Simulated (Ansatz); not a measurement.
Geometry optimisation, RKS PBE0-D4/6-31G (Ansatz).

input.yaml

```yaml
crystal:
  periodic: [false, false, false]
  atoms:
    - { symbol: C, position_ang: [0.5359, 0.8418, 1.8364] }
    - { symbol: C, position_ang: [0.8259, 0.1927, 0.5068] }
    - { symbol: Si, position_ang: [1.108, -1.6302, 0.7663] }
    - { symbol: Al, position_ang: [-0.5758, 0.4128, -0.8264] }
    - { symbol: C, position_ang: [-0.4633, -0.3916, -2.6587] }
    - { symbol: "N", position_ang: [-2.2438, 1.3546, -0.3439] }
    - { symbol: H, position_ang: [-0.4034, 0.4516, 2.2781] }
    - { symbol: H, position_ang: [1.3664, 0.794, 2.5361] }
    - { symbol: H, position_ang: [0.3251, 1.9885, 1.6947] }
    - { symbol: H, position_ang: [1.7488, 0.6535, 0.1031] }
    - { symbol: H, position_ang: [1.4849, -2.2673, -0.4765] }
    - { symbol: H, position_ang: [-0.0521, -2.2545, 1.3406] }
    - { symbol: H, position_ang: [2.1999, -1.775, 1.7158] }
    - { symbol: H, position_ang: [0.495, -0.8735, -2.7098] }
    - { symbol: H, position_ang: [-0.5415, 0.4049, -3.3969] }
    - { symbol: H, position_ang: [-1.2667, -1.0922, -2.7868] }
    - { symbol: H, position_ang: [-2.6189, 0.8879, 0.5002] }
    - { symbol: H, position_ang: [-1.962, 2.3131, -0.0273] }
basis:
  gaussian: { orbitals: "6-31G" }
hamiltonian:
  xc: pbe0
  dispersion: d4
relax:
  f_tol: 0.015
  max_steps: 40
```

Launched with:

```bash
$ ansatz run input.yaml --threads 1 --pin off --max-ram 2048MiB --backend cpu --events-out ev --progress --plain --runs-dir out
```

**Question.** Where does it end, and by what steps?

**Answer.** The forces met the threshold. Limits of this set-up: no polarisation functions. After 15 steps the energy has fallen by 1.271 eV; H17 moved furthest, 1.39 Å.

```json
{"step": "0", "energy less start (eV)": "0.0000", "largest force component (eV/Å)": "2.690", "accepted": "yes"}
{"step": "1", "energy less start (eV)": "-0.5167", "largest force component (eV/Å)": "1.560", "accepted": "yes"}
{"step": "2", "energy less start (eV)": "-0.6872", "largest force component (eV/Å)": "1.875", "accepted": "yes"}
{"step": "3", "energy less start (eV)": "-0.7729", "largest force component (eV/Å)": "0.390", "accepted": "yes"}
{"step": "4", "energy less start (eV)": "-0.8714", "largest force component (eV/Å)": "0.913", "accepted": "yes"}
{"step": "5", "energy less start (eV)": "-0.9583", "largest force component (eV/Å)": "1.283", "accepted": "yes"}
{"step": "6", "energy less start (eV)": "-1.0402", "largest force component (eV/Å)": "1.231", "accepted": "yes"}
{"step": "7", "energy less start (eV)": "-1.1402", "largest force component (eV/Å)": "1.076", "accepted": "yes"}
{"step": "8", "energy less start (eV)": "-1.2319", "largest force component (eV/Å)": "0.353", "accepted": "yes"}
{"step": "9", "energy less start (eV)": "-1.2652", "largest force component (eV/Å)": "0.105", "accepted": "yes"}
{"step": "10", "energy less start (eV)": "-1.2470", "largest force component (eV/Å)": "0.478", "accepted": "no"}
{"step": "11", "energy less start (eV)": "-1.2698", "largest force component (eV/Å)": "0.064", "accepted": "yes"}
{"step": "12", "energy less start (eV)": "-1.2706", "largest force component (eV/Å)": "0.061", "accepted": "yes"}
{"step": "13", "energy less start (eV)": "-1.2711", "largest force component (eV/Å)": "0.026", "accepted": "yes"}
{"step": "14", "energy less start (eV)": "-1.2711", "largest force component (eV/Å)": "0.020", "accepted": "yes"}
{"step": "15", "energy less start (eV)": "-1.2713", "largest force component (eV/Å)": "0.011", "accepted": "yes"}
```

```xyz
18
Properties=species:S:1:pos:R:3
C 0.594 0.967 1.851
C 0.878 0.231 0.526
Si 1.238 -1.624 0.821
Al -0.601 0.398 -0.781
C -0.590 -0.382 -2.592
N -2.061 1.280 -0.213
H -0.298 0.563 2.348
H 1.427 0.878 2.560
H 0.419 2.038 1.688
H 1.788 0.640 0.056
H 1.670 -2.310 -0.450
H -0.002 -2.333 1.314
H 2.315 -1.836 1.858
H 0.239 -1.089 -2.713
H -0.482 0.394 -3.362
H -1.524 -0.919 -2.798
H -2.901 1.401 -0.760
H -2.145 1.713 0.697
```

The run took 110 s on 1 thread of Arm Neoverse V2, on a shared host, peak memory 0.23 GiB.
